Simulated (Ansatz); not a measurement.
input.yaml

```yaml
crystal:
  periodic: [false, false, false]
  atoms:
    - { symbol: Ga, position_ang: [0.0, 0.0, 0.0] }
    - { symbol: H, position_ang: [0.0, 0.0, 1.92] }
    - { symbol: C, position_ang: [1.7147, 0.0, -0.99] }
    - { symbol: H, position_ang: [2.0443, -1.0462, -1.1602] }
    - { symbol: H, position_ang: [1.5782, 0.508, -1.9674] }
    - { symbol: H, position_ang: [2.4842, 0.5381, -0.3982] }
    - { symbol: C, position_ang: [-1.7147, 0.0, -0.99] }
    - { symbol: H, position_ang: [-2.2748, -0.9305, -0.7608] }
    - { symbol: H, position_ang: [-2.3188, 0.8797, -0.6846] }
    - { symbol: C, position_ang: [-1.4385, 0.0696, -2.4831] }
    - { symbol: H, position_ang: [-2.3553, -0.2101, -3.0429] }
    - { symbol: H, position_ang: [-1.1392, 1.1028, -2.7568] }
    - { symbol: H, position_ang: [-0.619, -0.6331, -2.7415] }
    - { symbol: Cl, position_ang: [0.1138, 2.4077, 0.8009] }
    - { symbol: H, position_ang: [0.0466, 0.985, 1.9581] }
basis:
  gaussian: { orbitals: def2-SVP }
hamiltonian:
  xc: hf
relax:
  f_tol: 0.15
  max_steps: 25
  restrain:
    - { distance: [0, 13], at: 3.44, k: 30.0 }
    - { distance: [14, 1], at: 1.86, k: 30.0 }
    - { distance: [0, 1], at: 1.57, k: 30.0 }
    - { distance: [14, 13], at: 1.37, k: 30.0 }
output:
  orbitals: {}
```

Launched with:

```bash
$ ansatz run input.yaml --threads 4 --pin off --max-ram 5120MiB --backend cpu --events-out ev --progress --plain --runs-dir out
```

Hardware: 4 threads of Arm Neoverse V2, with other jobs on the host.

Roughly how long does this run take, and how much memory?

13 s, with a peak of 0.42 GiB, for 8 ionic steps.
